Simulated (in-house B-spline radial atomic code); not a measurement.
Configurations of B²⁺, with energies counted from [He] 2s1. Method: Dirac-Hartree-Fock, average of configuration, Fermi nucleus of rms radius 2.406 fm. Calculated with an all-electron radial atomic-structure program (B-spline basis). Energies include first-order Breit, QED and recoil terms.

| configuration | E - E(ref) (eV) | highest orbital | its <r> (bohr) |
| --- | --- | --- | --- |
| [He] (3p3/2)1 | 23.862 | 3p3/2 | 4.047 |
| [He] (3d3/2)1 | 24.213 | 3d3/2 | 3.497 |
| [He] 4s1 | 29.375 | 4s1/2 | 7.253 |
| [He] (4d5/2)1 | 30.168 | 4d5/2 | 6.995 |
| [He] 5s1 | 32.527 | 5s1/2 | 11.56 |
| [He] (5p3/2)1 | 32.848 | 5p3/2 | 11.97 |
| [He] (6d3/2)1 | 34.422 | 6d3/2 | 16.99 |

Q: Order these further configurations by energy, lowest first.
A. [He] (4f5/2)1
B. [He] (2p3/2)1
C. [He] (6p1/2)1
D. [He] (5f5/2)1
E. [He] (5d3/2)1

A: B (6.0569 eV), A (30.172 eV), E (32.925 eV), D (32.927 eV), C (34.378 eV).

Q: How far above the reference does [He] 6s1 lie?

A: 34.195 eV; its least bound orbital is 6s1/2 with <r> = 16.87 bohr.

Q: How far above the reference does [He] (6f7/2)1 lie?

A: 34.423 eV; its least bound orbital is 6f7/2 with <r> = 16 bohr.
